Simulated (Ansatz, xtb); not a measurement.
Two isomers of C5H7NS

Structure I: `N#CCC[C@@H]1CS1`, a singlet. Structure II: `CCc1cnsc1`, a singlet. Both are isolated molecules in the gas phase, relaxed with PBE0-D3(BJ)/def2-SVP; the shapes shown needn't be the lowest conformers.

I (Å):

```tsv
atom	x (Å)	y (Å)	z (Å)
C	-2.1989	1.3575	-0.7484
C	-0.7406	1.3906	-0.7496
C	-0.1198	0.2748	0.0925
C	-0.4754	-1.1036	-0.3994
C	0.4592	-2.2295	-0.1930
N	-3.3547	1.3031	-0.7280
S	0.3401	-1.6867	-1.9174
H	-0.3903	1.3017	-1.7916
H	-0.4179	2.3776	-0.3827
H	-0.4458	0.3770	1.1422
H	0.9743	0.3958	0.0717
H	-1.5459	-1.3421	-0.3627
H	0.0449	-3.2201	0.0201
H	1.4130	-2.0197	0.3041
```

II (Å):

| atom | x (Å) | y (Å) | z (Å) |
| --- | --- | --- | --- |
| C | -1.5067 | -0.0253 | 1.1532 |
| C | -0.3774 | 0.5907 | 0.3313 |
| C | -0.0336 | -0.2130 | -0.8872 |
| C | -0.8096 | -0.2485 | -2.0875 |
| C | 1.0374 | -1.0638 | -1.0282 |
| N | -0.3926 | -1.0303 | -3.0541 |
| S | 0.9934 | -1.7968 | -2.5719 |
| H | -2.4257 | -0.1270 | 0.5555 |
| H | -1.7426 | 0.5954 | 2.0310 |
| H | -1.2323 | -1.0302 | 1.5086 |
| H | -0.6616 | 1.6098 | 0.0195 |
| H | 0.5217 | 0.7028 | 0.9570 |
| H | -1.7196 | 0.3401 | -2.2471 |
| H | 1.8251 | -1.2717 | -0.3031 |

Quicker runs give these differences E(II) − E(I): GFN2-xTB −28.4 kcal/mol; HF/STO-3G −12.8 kcal/mol (at GFN2-xTB geometries); r2SCAN-D4/def2-SVP −16.3 kcal/mol (at GFN2-xTB geometries).

Q: Estimate E(II) − E(I) at the level CCSD(T)/def2-SVP + ΔMP2/def2-TZVPP.

A: Calculated at CCSD(T)/def2-SVP + ΔMP2/def2-TZVPP: E(II) − E(I) = −12.0 kcal/mol, so structure II lies lower.

How the difference moves with the method:

| level | geometry | E(II) − E(I) (kcal/mol) | departure from the last row (kcal/mol) | job, with rough time for the two |
| --- | --- | --- | --- | --- |
| GFN2-xTB | GFN2-xTB | −28.4 | −16.5 | optimisation, 0.15 s |
| HF/STO-3G | GFN2-xTB | −12.8 | −0.8 | single point, 0.38 s |
| r2SCAN-D4/def2-SVP | GFN2-xTB | −16.3 | −4.3 | single point, 3.7 s |
| PBE0-D3(BJ)/def2-SVP | PBE0-D3(BJ)/def2-SVP | −14.7 | −2.8 | optimisation, 40 s |
| HF/def2-SVP | PBE0-D3(BJ)/def2-SVP | −0.9 | +11.0 | part of the CCSD(T) run |
| MP2/def2-SVP | PBE0-D3(BJ)/def2-SVP | −8.2 | +3.7 | part of the CCSD(T) run |
| CCSD(T)/def2-SVP | PBE0-D3(BJ)/def2-SVP | −7.3 | +4.7 | single point |
| CCSD(T)/def2-SVP + ΔMP2/def2-TZVPP | PBE0-D3(BJ)/def2-SVP | −12.0 |  | single point, 56 s |

As drawn, II has 2 C∷C, 1 C∷N, 1 N∷S, 1 C∷S in place of 1 C≡N, 2 C–C, 2 C–S (∷ is an aromatic bond). Structure I has a 3-membered ring, II a 5-membered ring (with an aromatic ring).

The levels shown agree on the order. The largest departure from CCSD(T)/def2-SVP + ΔMP2/def2-TZVPP is that of GFN2-xTB, 16.5 kcal/mol. The last row adds to CCSD(T) the change of the MP2 difference between the two basis sets, here −4.7 kcal/mol, a large step that makes the value less sure.

With thermal terms from frequencies at re-optimised GFN2-xTB minima (ideal gas, soft modes damped towards free rotors, one conformer each, 298.15 K, 1 atm): on the last row, ΔE + ΔZPE = −11.2, ΔH = −11.6, ΔG = −10.6 kcal/mol.

The correlated steps freeze 11 core orbitals. Mirror images aren't counted in ΔG. Programs: Ansatz 0.2.0, xtb 6.7.1; the last row on 4 threads of Arm Neoverse V1 on a shared host.
